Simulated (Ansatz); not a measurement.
A structure relaxed at B3LYP-D4/def2-TZVP in Ansatz, charge 0, singlet:

```xyz
3

Zn    0.001    0.001   -0.001
Te   -1.418    0.417   -1.951
Te    1.417   -0.418    1.952
```

(1) Give its formula and point group.

(2) Summarise the bond lengths by kind (pairs closer than 1.2 times the sum of covalent radii, bridged metal pairs left out).

Results:

(1) ZnTe₂. Point group D∞h (tolerance 0.1 Å).

(2) 2 × Te–Zn 2.45 Å. The metal has 2 neighbours: Te 2.45 Å, Te 2.45 Å.

In the def2 sets Te takes a core potential; there is no spin–orbit coupling. The restricted singlet is unstable towards broken spin symmetry in Hartree–Fock (as tested in another run); at B3LYP-D4/def2-TZVP this wasn't settled. Another isomer (triplet) lies 0.90 eV lower at PBE0-D4/def2-TZVP; other spin states weren't run for this one.
